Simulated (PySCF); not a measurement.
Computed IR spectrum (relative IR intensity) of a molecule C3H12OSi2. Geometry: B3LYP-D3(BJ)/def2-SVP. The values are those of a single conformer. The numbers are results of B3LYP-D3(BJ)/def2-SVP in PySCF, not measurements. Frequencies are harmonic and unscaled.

Lines under 2 % of the strongest are left out, and lines within 2 cm⁻¹ are merged.

```
ν (cm⁻¹)  relative intensity
--------  ------------------
161                      5.1
192                       18
241                       19
329                      3.0
474                      3.2
613                      4.4
695                       20
705                       33
755                       17
776                       14
804                      9.2
829                       99
869                       38
891                      4.0
917                      100
963                       69
981                      3.2
989                      4.4
1018                     4.2
1045                     6.7
1076                      57
1384                     2.0
1479                     2.4
2191                      60
2194                      42
2202                      34
2250                      41
3020                     7.3
3022                      11
3098                     8.9
3102                     9.6
3875                      31
```

Which structure fits?
A) CC[SiH2]C[SiH2]O
B) C[SiH2]COC[SiH3]
C) CC[SiH2][SiH2]CO
D) C[Si@H](CO)C[SiH3]

A, CC[SiH2]C[SiH2]O
